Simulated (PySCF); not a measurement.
Input file for PySCF: R-B3LYP/3-21G on H3NSTe (SMILES N[Te]S), a point of a torsion scan.

```python
from pyscf import gto, scf, dft, mp
from pyscf.data.elements import chemcore

mol = gto.M(
    atom='''
    N    -1.40966037    0.09223970    0.14494405
    Te    0.00941293   -0.98760494    1.08768521
    S     1.94400105   -0.48744884   -0.33745796
    H    -1.25206789    1.09028447    0.14670593
    H    -1.61285496   -0.20804005   -0.79827281
    H     1.26312930    0.29770612   -1.15674095
    ''',
    basis='3-21g',
    charge=0, spin=0, verbose=3, max_memory=1800)
mf = dft.RKS(mol, xc='b3lyp')
mf.conv_tol = 1e-8
mf.max_cycle = 100
mf.kernel()
if not mf.converged:
    mf = mf.newton().run(mf.mo_coeff, mf.mo_occ)
```

The log:

```
converged SCF energy = -7037.82170795139
```

The calculation finished and met its thresholds.

Cost: roughly 7 core-seconds.
